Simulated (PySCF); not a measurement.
# Calculated NMR data

- geometry: GFN2-xTB
- GIAO PBE0/pcSseg-1 shieldings
- code: PySCF 2.14
- no relativistic terms, no solvent model, averaged over atoms made equivalent by symmetry, fast rotation or ring inversion, one computed conformer

δ = σ(ref) − σ, references computed at the same level: TMS for 1H (σ = 31.72 ppm), 13C (σ = 186.93 ppm). Where no couplings were computed, multiplicities follow the n + 1 count of equivalent neighbours, and m marks all less simple cases (inequivalent or close neighbours, rings, F or P nearby). Shifts are as computed. Against solution values, carbons near 30 ppm lie about +3 ppm off and those near 130 ppm about +5 ppm. Of 1309 compounds with measured shifts, 239 miss one by over three times the rms of a fit or turn the order of signals round; such compounds aren't used in these exercises.

Compound 1 (C₆H₉NOSi). 1H NMR (500 MHz, computed): δ 5.55 (s, 1H), 4.16 (t, 3H), 2.41 (s, 3H), 2.25 (q, 2H). 13C{1H} NMR (computed): δ 210.8, 174.1, 121.4, 105.2, 28.6, 21.5. Structure: `O=C(C)/C(=C/C#N)C[SiH3]`.

Compound 2 (C₈H₁₄Si). 1H NMR (500 MHz, computed): δ 4.23 (m, 1H), 3.99 (m, 1H), 2.60 (m, 1H), 2.58 (m, 1H), 1.94 (m, 1H), 1.84 (m, 1H), 1.72 (d, 1H), 1.45 (m, 1H), 1.16 (d, 3H), 0.19 (m, 3H). 13C{1H} NMR (computed): δ 94.6, 76.5, 38.9, 36.7, 30.9, 26.0, 23.3, -8.3. Structure: `C#C[C@@H]1C[C@H](C)[C@H]1[SiH2]C`.

Compound 3 (C₆H₉NOSi). 1H NMR (500 MHz, computed): δ 6.19 (br s, 1H), 5.87 (br s, 1H), 4.93 (s, 2H), 3.65 (s, 2H), 2.34 (s, 3H). 13C{1H} NMR (computed): δ 218.4 (C), 146.7 (C), 136.7 (CH2), 126.9 (C), 54.8 (CH2), 31.9 (CH3). Structure: `InChI=1S/C6H9NOSi/c1-5(8)3-6(2)9-4-7/h2-3,9H2,1H3`.

Compound 4 (C₆H₉NOSi). 1H NMR (500 MHz, computed): δ 9.05 (d, 1H), 8.01 (m, 1H), 7.90 (m, 1H), 7.34 (m, 1H), 5.19 (s, 2H), 4.02 (s, 3H). 13C{1H} NMR (computed): δ 168.2 (C), 155.1 (CH), 139.9 (CH), 136.5 (CH), 128.0 (CH), 54.2 (CH3). Structure: SMILES CO[SiH2]c1ccccn1.
